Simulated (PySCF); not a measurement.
# Dipole response of Cr⁺ (chromium, charge +1)

[Ar] 3d5, high-spin 6S determinant. Calculation: PySCF 2.14, in x2c-QZVPPall with one added diffuse shell each of s, p, d, f, g type (12s8p6d4f3g, 121 functions); scalar relativity by spin-free X2C-1e. Coupled (time-dependent) response in atomic units; α is the mean over directions.

```tsv
method	mean α (bohr³)	C₆ (like pair)	S(−4)
PBE0	12.59	46.92	190.5
```

S(−4) is the Cauchy moment in α(ω) = α(0) + S(−4) ω² + …

α(iu) at PBE0:

| u (hartree) | α(iu) (bohr³) |
| --- | --- |
| 0 | 12.59 |
| 0.0500 | 12.14 |
| 0.100 | 11.05 |
| 0.200 | 8.631 |
| 0.300 | 6.886 |
| 0.500 | 4.871 |
| 0.750 | 3.534 |
| 1.00 | 2.737 |
| 1.50 | 1.818 |
| 2.00 | 1.304 |
| 3.00 | 0.7644 |
| 5.00 | 0.3549 |

For an ion, C₆ is the dispersion term alone; charge-induced terms of lower order in 1/R come first.
